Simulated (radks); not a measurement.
N3+, configuration [He] 2s2. Method: non-relativistic Kohn-Sham, PBE, spin-unpolarised, spherical densities, point nucleus; computed with a radial shooting solver on a logarithmic mesh with Libxc functionals.

Normalised radial functions P(r) = r R(r), r in bohr:

```
   r/bohr * 2s (the largest magnitude, 0.983, reaches the edge; | marks zero)
  0.01181                             |  *
  0.01587                             |   *
  0.02151                             |    *
  0.02892                             |     *
  0.03889                             |       *
   0.0527                             |         *
  0.07085                             |          *
  0.09526                             |           *
   0.1281                             |            *
   0.1736                             |          *
   0.2334                             |      *
   0.3138                             *
   0.4252                    *        |
   0.5717          *                  |
   0.7686   *                         |
    1.033  *                          |
    1.401        *                    |
    1.883                 *           |
    2.532                         *   |
    3.431                            *|
```

2s: eigenvalue -68.081 eV, 1 radial node at r = 0.315 bohr, <r> = 1.11 bohr, 90 % of the charge inside 1.71 bohr.
